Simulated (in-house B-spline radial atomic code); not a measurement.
Configurations of V IV (V3+), with energies counted from [Ar] 3d2. Level of theory: scalar-relativistic (X2C) B97-1, spin-polarised, spherical fractional occupations, exact exchange averaged over the configuration, Fermi nucleus of rms radius 3.6002 fm; calculated with a B-spline radial code for spherical atoms. Shells without spins written out take the highest spin.

Occupations are held fixed; configurations that lie above the ionisation limit could autoionise.

| configuration | E - E(ref) (eV) | highest orbital | its <r> (bohr) |
| --- | --- | --- | --- |
| [Ar] 3d1 4f1 | 32.39 | 4f up | 4.319 |
| [Ne] 3s2 3p5 3d2 4s1 | 50.259 | 4s up | 2.409 |
| [Ne] 3s2 3p5 3d2 4p1 | 56.621 | 4p up | 2.713 |

(1) Order these further configurations by energy, lowest first.
A. [Ne] 3s2 3p5 3d2 4f1
B. [Ar] 3d1 4s1
C. [Ar] 3d1 4p1
D. [Ne] 3s2 3p5 3d3

Answers

(1) B (11.798 eV), C (18.065 eV), D (37.18 eV), A (71.184 eV).
